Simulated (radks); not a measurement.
Coulomb parameter of the 4d shell of the ruthenium ion Ru2+ in the model configuration [Kr] 4d4 5p2, as a second difference U = [E(n + 1) + E(n - 1) - 2 E(n)] / (1)^2 with all orbitals relaxed. "Bare": the charge of the atom changes with n. "Screened": the 5p shell takes up the change at fixed total charge, which measures U(4d,4d) + U(5p,5p) - 2 U(4d,5p). Calculated with a radial shooting solver on a logarithmic mesh with Libxc functionals: scalar-relativistic Kohn-Sham, PBE, spin-unpolarised, spherical densities, finite nucleus; Fermi nuclear charge, rms radius 4.4809 fm.

case         configuration  E - E(n) (eV)
start         [Kr] 4d4 5p2          0.000
bare +1       [Kr] 4d5 5p2        -26.916
bare -1       [Kr] 4d3 5p2         40.024
screened +1   [Kr] 4d5 5p1        -14.755
screened -1   [Kr] 4d3 5p3         17.680

U(bare) = 13.108 eV, U(screened by 5p) = 2.924 eV, against the Slater integral F0(4d,4d) = 17.496 eV with frozen orbitals.
